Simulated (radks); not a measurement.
Problem. Species: the terbium ion Tb+. Configuration: [Xe] 4f9 6s1. Method: Dirac Kohn-Sham, BLYP, spin-unpolarised, spherical densities, point nucleus; open shells fill j = l - 1/2 first; computed with a radial shooting solver on a logarithmic mesh with Libxc functionals.

Spin-orbit splittings of the eigenvalues, e(l+1/2) - e(l-1/2), with zeta = 2 splitting/(2l+1) and mean radii in bohr:

shell  occ.  splitting (eV)  zeta (eV)  <r> j=l-1/2  <r> j=l+1/2
2p        6           746.9      497.9      0.07589      0.08283
3p        6               ?          ?       0.2286       0.2418
3d       10           33.64      13.45       0.2141       0.2182
4p        6           34.35      22.90       0.5528       0.5830
4d       10           6.200      2.480       0.6179       0.6287
4f        9          0.7824     0.2236       0.8966       0.9172
5p        6           4.385      2.923        1.501        1.606

Estimate the 3p splitting.

Solution. 154.2 eV (zeta = 102.8 eV).
